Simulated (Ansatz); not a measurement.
Cartesian coordinates (Å):
```xyz
42

C      0.0000     0.0000     2.5060
C     -0.8883    -0.8883     1.6235
C     -0.0176    -1.7904     0.7173
C     -0.9015    -2.6771    -0.1739
C     -1.7914    -1.7914    -1.0648
C     -2.6771    -0.9015    -0.1739
C     -1.7904    -0.0176     0.7173
C     -0.8852     0.8852    -0.1500
C      0.0176     1.7904     0.7173
C      0.9015     2.6771    -0.1739
C      1.7914     1.7913    -1.0648
C      2.6771     0.9015    -0.1739
C      1.7904     0.0176     0.7173
C      0.8883     0.8883     1.6235
C      0.8852    -0.8852    -0.1500
C      0.0000     0.0000    -1.0767
C     -0.8989    -0.8988    -1.9440
C      0.8988     0.8988    -1.9440
H     -0.6317     0.6317     3.1676
H      0.6317    -0.6317     3.1676
H     -1.5317    -1.5317     2.2638
H      0.6293    -2.4292     1.3591
H     -0.2647    -3.3353    -0.8039
H     -1.5313    -3.3424     0.4557
H     -2.4311    -2.4311    -1.7096
H     -3.3354    -0.2647    -0.8039
H     -3.3424    -1.5312     0.4557
H     -2.4292     0.6293     1.3591
H     -1.5279     1.5280    -0.7951
H     -0.6293     2.4292     1.3591
H      1.5313     3.3424     0.4557
H      0.2647     3.3353    -0.8039
H      2.4311     2.4311    -1.7096
H      3.3424     1.5312     0.4557
H      3.3353     0.2647    -0.8039
H      2.4292    -0.6293     1.3591
H      1.5317     1.5317     2.2638
H      1.5279    -1.5280    -0.7951
H     -0.2615    -1.5247    -2.6073
H     -1.5247    -0.2615    -2.6073
H      1.5247     0.2615    -2.6073
H      0.2615     1.5247    -2.6073
```
Charge 0, multiplicity 1.

Q: Give the dipole moment, LUMO, HOMO, vertical ionisation energy (Delta-SCF) and total energy at the level PBE0-D3(BJ)/def2-SVP // PBE-D3(BJ)/def2-SVP (Ansatz, an electronic-structure program).

A: 
- dipole moment: 0.05 D
- LUMO: 1.24 eV
- HOMO: -7.19 eV
- vertical ionisation energy (Delta-SCF): 8.62 eV
- total energy: -699.1974 Ha
